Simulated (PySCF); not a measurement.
C6H4Cl, multiplicity 2. Atoms are numbered in the order given.

```xyz
11

Cl    -0.0648     2.2231     0.0000
C      0.0244     0.4776     0.0000
C      1.2836    -0.1470     0.0000
C      1.2657    -1.5244     0.0000
C      0.1476    -2.3312     0.0000
C     -1.0926    -1.6697     0.0000
C     -1.1567    -0.2733     0.0000
H      2.2001     0.4464     0.0000
H      0.2061    -3.4223     0.0000
H     -2.0186    -2.2512     0.0000
H     -2.1181     0.2413     0.0000
```
Charge 0, spin multiplicity 2.

Geometry: B3LYP-D3(BJ)/def2-SVP. The isomer is the one that the SMILES or the coordinates give; other isomers of the formula were not compared.

Method: B3LYP-D3(BJ)/def2-SVP (PySCF).

Frequencies are harmonic and unscaled.

Computed normal modes with their intensities:
| mode | ν (cm⁻¹) | IR (km/mol) | moving atoms (share of kinetic energy) |
|---|---|---|---|
| 1 | 187 | 0.1 | C 71 %, Cl 16 %, H 13 % |
| 2 | 302 | 0.6 | C 62 %, Cl 27 %, H 11 % |
| 3 | 415 | 5.0 | Cl 56 %, C 41 % |
| 4 | 424 | 3.8 | C 74 %, H 26 % |
| 5 | 495 | 0.1 | C 85 %, H 15 % |
| 6 | 617 | 3.3 | C 93 % |
| 7 | 670 | 19.5 | C 62 %, H 38 % |
| 8 | 704 | 14.7 | C 86 %, Cl 10 % |
| 9 | 765 | 31.9 | H 73 %, C 27 % |
| 10 | 859 | 8.3 | H 66 %, C 33 % |
| 11 | 901 | 1.5 | H 71 %, C 29 % |
| 12 | 988 | 14.9 | C 90 %, H 10 % |
| 13 | 997 | 0.2 | H 72 %, C 28 % |
| 14 | 1053 | 8.0 | C 63 %, H 37 % |
| 15 | 1076 | 14.4 | H 54 %, C 45 % |
| 16 | 1103 | 34.3 | C 58 %, H 40 % |
| 17 | 1161 | 0.1 | H 91 %, C 9 % |
| 18 | 1260 | 3.3 | H 76 %, C 24 % |
| 19 | 1329 | 1.0 | C 91 %, H 9 % |
| 20 | 1433 | 5.6 | C 72 %, H 28 % |
| 21 | 1461 | 48.5 | C 63 %, H 37 % |
| 22 | 1576 | 8.9 | C 92 % |
| 23 | 1643 | 29.5 | C 95 % |
| 24 | 3176 | 3.3 | H 92 % |
| 25 | 3192 | 3.4 | H 91 %, C 9 % |
| 26 | 3196 | 0.4 | H 92 %, C 8 % |
| 27 | 3214 | 0.9 | H 91 %, C 9 % |
